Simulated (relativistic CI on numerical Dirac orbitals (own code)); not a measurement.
## Au²⁺ (5d9) in a crystal field

Calculated by Dirac-Coulomb-Breit CI, separate exchange-only KLI orbitals for each configuration, model QED (radiative potential, 1s self-energy scaled to tabulated hydrogen-like ionisation energies), one configuration in a parametric crystal field, unscaled Slater integrals (own radial code).

Field parameters in Wybourne normalisation: D3d B²₀ = −7Dσ, B⁴₀ = −14Dq − 21Dτ, B⁴₃ = −14√(10/7) Dq. The field is a parameter set, without covalency.

S and J are read from ⟨S²⟩ = S(S + 1) and ⟨J²⟩ = J(J + 1) of each level; they are not fictitious spins.

D3d, 10Dq = 16200, Dσ = -1200, Dτ = -80 cm⁻¹, the lowest 5 levels:

```tsv
E (cm⁻¹)	Degeneracy	Irrep	S	J
0.0	2	Γ5+Γ6	0.50	2.38
557	2	Γ4	0.50	2.37
13135	2	Γ4	0.50	2.45
20877	2	Γ4	0.50	1.75
24102	2	Γ5+Γ6	0.50	1.67
```

Principal g values of the ground doublet: 0.00, 0.00, 3.19.

D3d, 10Dq = 16200, Dσ = -980, Dτ = -80 cm⁻¹, the lowest 5 levels:

```csv
E (cm⁻¹),Degeneracy,Irrep,S,J
0.0,2,Γ5+Γ6,0.50,2.38
454,2,Γ4,0.50,2.37
13049,2,Γ4,0.50,2.47
20971,2,Γ4,0.50,1.72
23672,2,Γ5+Γ6,0.50,1.67
```

Principal g values of the ground doublet: 0.00, 0.00, 3.16.

The free-ion ground term has S = 1/2. Every field shown keeps that spin.

Levels of this model without a field, named by their leading LS term: ²D5/2 0, ²D3/2 12169 cm⁻¹.
